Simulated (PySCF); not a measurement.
How methods differ on the ionisation energy of Ar(2+)

Ar(2+) [Ne] 3s2 3p4 (3P) → Ar(3+) [Ne] 3s2 3p3 (4S), as a difference of total energies. Calculation: PySCF 2.14, in cc-pV(D+d)Z (4s3p2d, 23 functions); no relativity, point nucleus. Correlated levels: valence: [Ne] frozen. The calculations carry no spin-orbit coupling.

```json
{"method": "UHF", "ionisation energy (eV)": "39.308"}
{"method": "B3LYP", "ionisation energy (eV)": "40.858"}
{"method": "M06-2X", "ionisation energy (eV)": "40.658"}
{"method": "MP2 (valence)", "ionisation energy (eV)": "39.755"}
{"method": "SCS-MP2 (valence)", "ionisation energy (eV)": "39.774"}
{"method": "CCSD (valence)", "ionisation energy (eV)": "39.759"}
{"method": "CCSD(T) (valence)", "ionisation energy (eV)": "39.769"}
```

How much does correlation contribute at CCSD(T) (valence)?

39.769 − (39.308) = 0.461 eV, measured against UHF.

The reference lies between the lowest fine-structure levels, while these numbers refer to the centres of the terms.

Errors of the correlated levels include the incompleteness of this basis and the frozen core.

For comparison: 40.735 ± 0.012 eV (semi-empirical (NIST evaluation); NIST Atomic Spectra Database, ionization energies).
